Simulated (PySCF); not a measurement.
## The second ionisation energy along the third row

Calculated with PySCF 2.14 from differences of total energies of unrestricted determinants, without spin-orbit coupling. Values in eV. The last column holds reference values (NIST; (s) semi-empirical, (t) theoretical, else measured). Unmarked ones compare directly (S terms, centres of terms, or small fine structure); those marked * lie between the lowest fine-structure levels and include a spin-orbit shift.

```tsv
element	configurations	UHF	MP2 (valence)	SCS-MP2 (valence)	CCSD (valence)	CCSD(T) (valence)	reference
Al (cc-pV(T+d)Z, non-relativistic)	[Ne] 3s2 → [Ne] 3s1	17.519	18.274	18.425	18.595	18.595	18.829
Si (cc-pV(T+d)Z, non-relativistic)	[Ne] 3s2 3p1 → [Ne] 3s2	15.823	16.086	16.075	16.203	16.233	16.322
P (cc-pV(T+d)Z, non-relativistic)	[Ne] 3s2 3p2 → [Ne] 3s2 3p1	19.163	19.611	19.520	19.649	19.685	19.769 (s) *
Cl (cc-pV(T+d)Z, non-relativistic)	[Ne] 3s2 3p4 → [Ne] 3s2 3p3	22.589	23.350	23.432	23.460	23.488	23.771
Ar (cc-pV(T+d)Z, non-relativistic)	[Ne] 3s2 3p5 → [Ne] 3s2 3p4	26.375	27.343	27.338	27.308	27.340	27.630 *
```

**Question.** Fill in the row of S (cc-pV(T+d)Z, non-relativistic) ([Ne] 3s2 3p3 → [Ne] 3s2 3p2).

**Answer.** UHF 22.720; MP2 (valence) 23.336; SCS-MP2 (valence) 23.149; CCSD (valence) 23.268; CCSD(T) (valence) 23.306; reference 23.338 * (eV).

"Valence" correlates the outer s and p shells and, in groups 3 to 12 and the f block, the outer d or f shell, open or full, or the next shell where the ion has no valence electron left; the wider scheme adds the next inner shell.
